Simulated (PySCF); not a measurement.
Cartesian coordinates (Å):
```xyz
5

C     -0.5727    -0.0334    -0.0074
S      1.0019    -0.6977     0.1455
H     -1.4011    -0.7153     0.0934
H     -0.7333     1.0147    -0.1940
H      1.7052     0.4317    -0.0374
```
Charge 0, spin multiplicity 2.

Question: Give the dipole moment, highest occupied spin orbital and total energy at the level PBE-D3(BJ)/def2-TZVP // B3LYP-D3(BJ)/def2-TZVP run with PySCF.

Answer: 
```yaml
dipole_moment: 0.182 e·Å
highest_occupied_spin_orbital: -3.97 eV
total_energy: -11914.28 eV
```
